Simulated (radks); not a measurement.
Valence configurations of neutral thulium (all share [Xe]). Calculated with a radial shooting solver on a logarithmic mesh with Libxc functionals: Dirac Kohn-Sham, PBE, spin-unpolarised, spherical densities, finite nucleus; open shells fill j = l - 1/2 first; Fermi nuclear charge, rms radius 5.2256 fm. Energies are relative to 4f13 6s2; eigenvalues in eV.

[
 {"valence": "4f13 6s2", "E (eV)": "0.000", "e(4f5/2)": "-3.737", "e(4f7/2)": "-2.542", "e(5d3/2)": "-", "e(6p1/2)": "-", "e(6s1/2)": "-3.877"},
 {"valence": "4f12.5 5d0.5 6s2", "E (eV)": "1.418", "e(4f5/2)": "-6.828", "e(4f7/2)": "-5.597", "e(5d3/2)": "-1.526", "e(6p1/2)": "-", "e(6s1/2)": "-4.216"},
 {"valence": "4f13 6s1 6p1", "E (eV)": "2.659", "e(4f5/2)": "-5.068", "e(4f7/2)": "-3.872", "e(5d3/2)": "-", "e(6p1/2)": "-1.891", "e(6s1/2)": "-4.625"},
 {"valence": "4f13 5d1 6s1", "E (eV)": "3.003", "e(4f5/2)": "-3.250", "e(4f7/2)": "-2.056", "e(5d3/2)": "-0.783", "e(6p1/2)": "-", "e(6s1/2)": "-3.808"},
 {"valence": "4f12 6s2 6p1", "E (eV)": "5.206", "e(4f5/2)": "-13.130", "e(4f7/2)": "-11.862", "e(5d3/2)": "-", "e(6p1/2)": "-2.357", "e(6s1/2)": "-5.691"},
 {"valence": "4f13 6p2", "E (eV)": "5.461", "e(4f5/2)": "-6.283", "e(4f7/2)": "-5.087", "e(5d3/2)": "-", "e(6p1/2)": "-2.385", "e(6s1/2)": "-"},
 {"valence": "4f12 5d2 6s1", "E (eV)": "6.606", "e(4f5/2)": "-8.844", "e(4f7/2)": "-7.580", "e(5d3/2)": "-1.487", "e(6p1/2)": "-", "e(6s1/2)": "-4.111"},
 {"valence": "4f11.5 5d0.5 6s2 6p1", "E (eV)": "9.800", "e(4f5/2)": "-16.644", "e(4f7/2)": "-15.341", "e(5d3/2)": "-4.738", "e(6p1/2)": "-2.426", "e(6s1/2)": "-5.904"},
 {"valence": "4f9.5 5d2.5 6s2 6p1", "E (eV)": "43.359", "e(4f5/2)": "-32.121", "e(4f7/2)": "-30.674", "e(5d3/2)": "-7.330", "e(6p1/2)": "-2.571", "e(6s1/2)": "-6.487"}
]

NIST lists [Xe] 4f13 6s2 as the ground configuration; this level of theory agrees among the configurations tried. The energies are those of spherical spin-averaged densities, not of single terms. No valid solution was reached for [Xe] 4f14 6s1.
